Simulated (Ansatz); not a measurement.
A made-up structure of BSiH₄Br, closed shell:

```
7
angstrom
Si -0.6811 0.4876 -0.2686
B 0.7984 -0.6401 0.4961
Br 2.3225 -1.1033 -0.5360
H -1.9560 -0.2817 -0.2013
H 3.7140 -0.7605 -1.0119
H -0.8439 1.7063 0.5740
H 0.7915 -1.0649 1.6106
```

It is relaxed with PBE-D4/def2-SVP and then PBE0-D4/def2-TZVP (Ansatz 0.2.0). Atoms count as bonded within 1.22 times the sum of their covalent radii (H–H: 0.88 Å). The end point is not checked to be a true minimum.

(1) Does its bonding change? (Judge from chemistry; the calculation decides.)

Results:

(1) Computed: No: no bond forms or breaks.

Where it ends: The first stage lowers the energy by 2.32 eV in 14 steps. It ends as BSiH₄Br ([SiH2][BH][BrH]):
Si1  (-0.608, 0.343, 0.194)
B2  (0.674, -0.943, 0.457)
Br3  (2.185, -0.644, -0.923)
H4  (-1.950, 0.329, 0.824)
H5  (3.387, -0.264, -0.193)
H6  (-0.424, 1.455, -0.770)
H7  (0.882, -1.934, 1.074)
(Å)

Labels in which every atom is bracketed show which atoms are joined, not bond orders.

For scale, one of the runs: PBE0-D4/def2-TZVP relaxation, 140 basis functions, launched by `ansatz run in.yaml --threads 2 --pin off --events-out ev --progress --plain --max-ram 4352MiB`. Hardware: 2 CPU threads of an Arm Neoverse V1, shared host. Wall time about 34 s.
